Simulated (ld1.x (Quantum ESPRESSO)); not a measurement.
# Pd: excitation energies, all-electron against PAW

palladium (Pd), PAW, made with ld1.x (Quantum ESPRESSO) 7.5 (LDA (PZ), fully relativistic). Core [Kr], reference 4d10 5s0 5p0. Waves: 5s (bound, empty): rcut 2.40, rcutus 2.90 bohr; 5s channel at 2.9 Ry: rcut 2.40, rcutus 2.90 bohr; 5p (bound, empty): rcut 3.15, rcutus 3.65 bohr; 5p channel at 1.35 Ry: rcut 3.15, rcutus 3.65 bohr; 4d (bound): rcut 2.00, rcutus 2.25 bohr; 4d channel at 0.05 Ry: rcut 2.00, rcutus 2.25 bohr. Local part: all-electron potential smoothed inside 2.80 bohr (lloc = -1). Core correction: a·sin(br)/r model core, default radius (ld1.x builds one for every PAW set, though the input has nlcc=.false.). Augmentation charge: BESSEL, radius 1.50 bohr.

Open shells are filled in proportion to 2j + 1 (rel_dist='average').

Energies are relative to the spin-unpolarised reference configuration 4d10 5s0 5p0; without spin polarisation the order of configurations can differ from experiment.

```json
{"valence configuration": "4d9 5s0 5p0", "charge": "+1", "ΔE all-electron (eV)": "9.393", "error AE − PS (meV)": "-24"}
{"valence configuration": "4d8 5s0 5p0", "charge": "+2", "ΔE all-electron (eV)": "30.475", "error AE − PS (meV)": "-183"}
{"valence configuration": "4d7 5s0 5p0", "charge": "+3", "ΔE all-electron (eV)": "65.067", "error AE − PS (meV)": "-655"}
{"valence configuration": "4d9 5s0 5p1", "charge": "0", "ΔE all-electron (eV)": "5.317", "error AE − PS (meV)": "-18"}
{"valence configuration": "4d9 5s1 5p0", "charge": "0", "ΔE all-electron (eV)": "1.439", "error AE − PS (meV)": "-19"}
{"valence configuration": "4d6 5s0 5p0", "charge": "+4", "ΔE all-electron (eV)": "114.615", "error AE − PS (meV)": "-1652"}
```

Task: What are ΔE and the potential's error for 4d9.5 5s0 5p0?

Result: ΔE = 3.372 eV all-electron; the error (AE − PS) is -3.8 meV.

Levels in the configuration 4d6 5s0 5p0:

```
   level  all-electron (eV)  pseudo (eV)
4d j=3/2            -57.825      -59.175
4d j=5/2            -57.193      -58.521
```

The ghost test of this file was not conclusive.
